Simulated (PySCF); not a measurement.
PySCF input file for GeH6O2Si, SMILES O[SiH2][GeH2][OH], B3LYP-D3(BJ)/def2-SVP. The structure is a stationary point at B3LYP-D3(BJ)/def2-SVP. The structure was generated by enumeration, and PubChem lists no compound with its InChIKey, so it may never have been made. Other conformers were not sampled.

```python
import numpy as np
from pyscf import gto, scf, dft, df
from pyscf.hessian import thermo

mol = gto.M(
    atom='''
    O     1.00463614    1.93080184   -0.00000000
    Si   -0.59482646    1.46751881    0.00000000
    Ge   -0.34053473   -0.92341677   -0.00000000
    O     1.48059157   -0.80328696    0.00000000
    H     1.59582371    1.15334058   -0.00000000
    H    -1.32203738    1.95229698    1.20752279
    H    -1.32203738    1.95229697   -1.20752279
    H    -0.78446876   -1.71646258    1.25453435
    H    -0.78446876   -1.71646258   -1.25453433
    H     1.96004865   -1.64105522    0.00000000
    ''',
    basis='def2-SVP',
    charge=0,
    spin=0,
    max_memory=1600,
    verbose=3,
)
mf = dft.RKS(mol, xc='b3lyp').density_fit(auxbasis='def2-universal-jkfit')
mf.disp = 'd3bj'
mf.grids.level = 3
mf.conv_tol = 1e-11
mf.max_cycle = 100
mf.kernel()

# [left out here: the lines that compute and print the analytic Hessian (its translational invariance restored by hand, since the grid's response is missing), thermochemistry and intensities]
```

Program output:

```
converged SCF energy = -2520.21205360628

WARN: DFTD3 does not support analytical Hessian, using finite difference


WARN: Mole.unit (angstrom) is changed to Bohr

Mode                                 0                   1                   2
Irrep
Freq [cm^-1]                       29.2732            147.7293            191.2199
Reduced mass [au]                   4.2133              1.0720              5.1864
Force const [Dyne/A]                0.0021              0.0138              0.1117
Char temp [K]                      42.1177            212.5496            275.1229
Normal mode                   x     y     z       x     y     z       x     y     z
       0   O                 0.00 -0.00  0.14    0.00 -0.00  0.03    0.04 -0.14 -0.00
       1  Si                -0.00  0.00 -0.07    0.00  0.00 -0.02    0.01 -0.00  0.00
       2  Ge                 0.00 -0.00  0.03   -0.00 -0.00  0.01   -0.01 -0.01 -0.00
       3   O                 0.00  0.00 -0.14   -0.00  0.00  0.04   -0.01  0.18  0.00
       4   H                -0.00 -0.00  0.07   -0.00 -0.00 -0.08   -0.04 -0.21  0.00
       5   H                -0.15  0.05 -0.18   -0.04  0.08 -0.08    0.03  0.03  0.00
       6   H                 0.15 -0.05 -0.18    0.04 -0.08 -0.08    0.03  0.03 -0.00
       7   H                 0.11  0.09  0.12   -0.04 -0.06 -0.04    0.08 -0.06  0.00
       8   H                -0.11 -0.09  0.12    0.04  0.06 -0.04    0.08 -0.06 -0.00
       9   H                 0.00  0.00  0.07    0.00  0.00 -0.94    0.11  0.25  0.00
Mode                                 3                   4                   5
Irrep
Freq [cm^-1]                      248.1276            360.5727            362.7265
Reduced mass [au]                   8.9659              7.4160              1.0362
Force const [Dyne/A]                0.3252              0.5681              0.0803
Char temp [K]                     357.0004            518.7839            521.8827
Normal mode                   x     y     z       x     y     z       x     y     z
       0   O                -0.03 -0.15 -0.00    0.01 -0.02 -0.00    0.00 -0.00  0.01
       1  Si                -0.07 -0.00 -0.00   -0.04  0.15  0.00   -0.00  0.00 -0.01
       2  Ge                 0.03  0.06 -0.00    0.01 -0.05  0.00    0.00 -0.00 -0.01
       3   O                 0.03 -0.08  0.00    0.01 -0.03 -0.00    0.00 -0.00  0.02
       4   H                -0.07 -0.19 -0.00   -0.07 -0.08 -0.00   -0.00 -0.00  0.04
       5   H                -0.05  0.02  0.00   -0.00  0.21  0.00    0.06 -0.35  0.17
       6   H                -0.05  0.02 -0.00   -0.00  0.21 -0.00   -0.06  0.35  0.17
       7   H                 0.00  0.06 -0.00    0.04 -0.06  0.00   -0.02  0.48  0.29
       8   H                 0.00  0.06  0.00    0.04 -0.06 -0.00    0.02 -0.48  0.29
       9   H                -0.05 -0.13 -0.00    0.02 -0.02  0.00    0.00 -0.00 -0.16
Mode                                 6                   7                   8
Irrep
Freq [cm^-1]                      516.9552            565.3218            645.4400
Reduced mass [au]                   1.0753              1.2300             10.5701
Force const [Dyne/A]                0.1693              0.2316              2.5944
Char temp [K]                     743.7835            813.3722            928.6445
Normal mode                   x     y     z       x     y     z       x     y     z
       0   O                -0.00 -0.00  0.06    0.00  0.00  0.03   -0.01  0.00 -0.00
       1  Si                -0.00  0.00 -0.00    0.00  0.00 -0.06    0.01  0.01  0.00
       2  Ge                -0.00 -0.00 -0.01   -0.00  0.00  0.03   -0.05  0.00  0.00
       3   O                 0.00  0.00  0.02    0.00 -0.00 -0.03    0.22 -0.00 -0.00
       4   H                -0.00 -0.00 -0.90   -0.00 -0.00 -0.12    0.00  0.01  0.00
       5   H                 0.16  0.14  0.02    0.13 -0.44  0.20   -0.02 -0.06  0.01
       6   H                -0.16 -0.14  0.02   -0.13  0.44  0.20   -0.02 -0.06 -0.01
       7   H                -0.02  0.08  0.04   -0.16 -0.27 -0.21    0.07 -0.06 -0.00
       8   H                 0.02 -0.08  0.04    0.16  0.27 -0.21    0.07 -0.06  0.00
       9   H                 0.00  0.00  0.11   -0.00 -0.00  0.02    0.11 -0.07 -0.00
Mode                                 9                  10                  11
Irrep
Freq [cm^-1]                      650.2113            732.4136            739.5804
Reduced mass [au]                   1.0812              1.0559              1.0850
Force const [Dyne/A]                0.2693              0.3337              0.3497
Char temp [K]                     935.5093           1053.7801           1064.0915
Normal mode                   x     y     z       x     y     z       x     y     z
       0   O                 0.00  0.00  0.01    0.01 -0.00 -0.00    0.00  0.00  0.04
       1  Si                 0.00  0.00 -0.02   -0.01 -0.01 -0.00   -0.00  0.00 -0.04
       2  Ge                -0.00 -0.00 -0.01    0.00 -0.01  0.00    0.00 -0.00 -0.00
       3   O                 0.00  0.00  0.06    0.04  0.01 -0.00   -0.00 -0.00 -0.00
       4   H                -0.00 -0.00 -0.04   -0.04 -0.03 -0.00   -0.00 -0.00  0.34
       5   H                 0.03 -0.13  0.05   -0.01  0.09 -0.03    0.54  0.27  0.18
       6   H                -0.03  0.13  0.05   -0.01  0.09  0.03   -0.54 -0.27  0.18
       7   H                 0.63 -0.19  0.09   -0.49  0.39  0.06    0.01  0.01  0.01
       8   H                -0.63  0.19  0.09   -0.49  0.39 -0.06   -0.01 -0.01  0.01
       9   H                 0.00 -0.00 -0.02    0.32  0.17  0.00    0.00  0.00 -0.02
Mode                                12                  13                  14
Irrep
Freq [cm^-1]                      810.8485            868.2032            893.5121
Reduced mass [au]                   1.1407              2.3477              1.1854
Force const [Dyne/A]                0.4419              1.0426              0.5576
Char temp [K]                    1166.6305           1249.1511           1285.5650
Normal mode                   x     y     z       x     y     z       x     y     z
       0   O                 0.05  0.02 -0.00   -0.15 -0.04  0.00    0.07  0.01 -0.00
       1  Si                -0.00  0.04  0.00    0.08  0.02 -0.00   -0.04 -0.01  0.00
       2  Ge                 0.00  0.01 -0.00    0.00  0.01  0.00    0.01  0.00  0.00
       3   O                -0.03 -0.03 -0.00   -0.01 -0.02 -0.00    0.03  0.04 -0.00
       4   H                -0.22 -0.22 -0.00   -0.02  0.07  0.00    0.11  0.05 -0.00
       5   H                -0.25 -0.47  0.04    0.15  0.04  0.03   -0.03  0.02 -0.00
       6   H                -0.25 -0.47 -0.04    0.15  0.04 -0.03   -0.03  0.02  0.00
       7   H                -0.04 -0.11 -0.07   -0.15 -0.23 -0.19   -0.38 -0.33 -0.32
       8   H                -0.04 -0.11  0.07   -0.15 -0.23  0.19   -0.38 -0.33  0.32
       9   H                 0.35  0.19  0.00    0.30  0.16 -0.00   -0.30 -0.15  0.00
Mode                                15                  16                  17
Irrep
Freq [cm^-1]                      912.2444            987.8099           1085.7861
Reduced mass [au]                   1.4264              1.0912              1.0937
Force const [Dyne/A]                0.6994              0.6274              0.7597
Char temp [K]                    1312.5166           1421.2385           1562.2044
Normal mode                   x     y     z       x     y     z       x     y     z
       0   O                -0.08 -0.04 -0.00    0.02  0.01  0.00   -0.01  0.06 -0.00
       1  Si                 0.05  0.05  0.00   -0.05  0.01 -0.00    0.02 -0.02 -0.00
       2  Ge                 0.01 -0.01  0.00   -0.00 -0.00 -0.00    0.00  0.00  0.00
       3   O                 0.01  0.05 -0.00    0.00 -0.00  0.00    0.01  0.01 -0.00
       4   H                -0.02  0.01 -0.00    0.04  0.03  0.00   -0.72 -0.53  0.00
       5   H                -0.07 -0.32  0.07    0.50 -0.20  0.40    0.13  0.13  0.01
       6   H                -0.07 -0.32 -0.07    0.50 -0.20 -0.40    0.13  0.13 -0.01
       7   H                -0.12  0.18  0.08   -0.01  0.03  0.02   -0.03 -0.02 -0.03
       8   H                -0.12  0.18 -0.08   -0.01  0.03 -0.02   -0.03 -0.02  0.03
       9   H                -0.53 -0.27 -0.00    0.05  0.03  0.00   -0.17 -0.10 -0.00
Mode                                18                  19                  20
Irrep
Freq [cm^-1]                     2088.7996           2092.0867           2216.6415
Reduced mass [au]                   1.0163              1.0249              1.0525
Force const [Dyne/A]                2.6127              2.6431              3.0471
Char temp [K]                    3005.3176           3010.0470           3189.2536
Normal mode                   x     y     z       x     y     z       x     y     z
       0   O                -0.00 -0.00 -0.00   -0.00 -0.00  0.00    0.00 -0.00  0.00
       1  Si                 0.00  0.00  0.00    0.00  0.00  0.00    0.00 -0.00 -0.04
       2  Ge                -0.00 -0.01  0.00   -0.00 -0.00 -0.02    0.00  0.00 -0.00
       3   O                -0.00 -0.00 -0.00   -0.00 -0.00  0.00    0.00 -0.00  0.00
       4   H                 0.01  0.00 -0.00    0.00  0.00 -0.00    0.00 -0.00 -0.01
       5   H                -0.01 -0.00  0.02    0.01 -0.01 -0.02   -0.34  0.23  0.55
       6   H                -0.01 -0.00 -0.02   -0.01  0.01 -0.02    0.34 -0.23  0.55
       7   H                 0.19  0.34 -0.58   -0.20 -0.37  0.56   -0.01 -0.01  0.02
       8   H                 0.19  0.34  0.58    0.20  0.37  0.56    0.01  0.01  0.02
       9   H                 0.00  0.00 -0.00   -0.00  0.00 -0.00   -0.00 -0.00 -0.00
Mode                                21                  22                  23
Irrep
Freq [cm^-1]                     2219.0747           3656.5286           3853.3621
Reduced mass [au]                   1.0300              1.0671              1.0673
Force const [Dyne/A]                2.9884              8.4061              9.3371
Char temp [K]                    3192.7544           5260.9306           5544.1301
Normal mode                   x     y     z       x     y     z       x     y     z
       0   O                -0.00 -0.00  0.00    0.04 -0.05  0.00   -0.00  0.00  0.00
       1  Si                 0.02 -0.02  0.00    0.00 -0.00 -0.00   -0.00 -0.00 -0.00
       2  Ge                 0.00  0.00  0.00   -0.00  0.00  0.00   -0.00 -0.00 -0.00
       3   O                 0.00 -0.00  0.00    0.00 -0.00 -0.00    0.03 -0.05  0.00
       4   H                 0.01 -0.00 -0.00   -0.62  0.74  0.00    0.00 -0.00 -0.00
       5   H                -0.33  0.21  0.57   -0.01 -0.00  0.00   -0.00  0.00  0.00
       6   H                -0.33  0.21 -0.57   -0.01 -0.00 -0.00   -0.00  0.00 -0.00
       7   H                -0.00 -0.02  0.02    0.00 -0.00 -0.00   -0.00 -0.00  0.00
       8   H                -0.00 -0.02 -0.02    0.00 -0.00  0.00   -0.00 -0.00 -0.00
       9   H                -0.00 -0.00  0.00    0.00  0.01 -0.00   -0.49  0.83  0.00
temperature 298.1500 [K]
pressure 101325.00 [Pa]
Rotational constants [GHz] 5.83937 2.33926 1.74050
Symmetry number 1
Zero-point energy (ZPE) 0.06122 [Eh]   160745.023 [J/mol]
                           tot       elec      trans        rot        vib
Entropy [J/mol/K]       358.488      0.000    170.266    112.989     75.233
Cv [J/mol/K]            105.265      0.000     12.472     12.472     80.321
Cp [J/mol/K]            113.579      0.000     20.786     12.472     80.321
Internal energy [J/mol]                      3718.434   3718.434 172448.181
Internal energy [Eh]   -2520.14354  -2520.21205
Enthalpy [J/mol]                             6197.391   3718.434 172448.181
Enthalpy [Eh]          -2520.14259
Gibbs free energy [J/mol]                  -44567.294 -29969.373 150017.366
Gibbs free energy [Eh] -2520.18330
mode   freq/cm-1   IR/(km/mol)
   1       29.27         2.613
   2      147.73       119.317
   3      191.22         2.738
   4      248.13         8.490
   5      360.57         4.513
   6      362.73        46.867
   7      516.96        62.131
   8      565.32         1.212
   9      645.44        92.013
  10      650.21        24.375
  11      732.41       169.916
  12      739.58         7.654
  13      810.85       130.582
  14      868.20       213.566
  15      893.51        13.202
  16      912.24        18.856
  17      987.81       109.576
  18     1085.79       293.089
  19     2088.80       133.860
  20     2092.09       155.933
  21     2216.64       156.256
  22     2219.07       113.370
  23     3656.53       212.760
  24     3853.36        76.671
max |gradient| / (hartree/bohr): 4.418241442889347e-05
APT charges: [-0.8433  1.1766  1.01   -0.8074  0.358  -0.2912 -0.2912 -0.2896 -0.2896
  0.2677]
```

Self-consistency was reached.

Cost: very roughly 120 core-seconds.
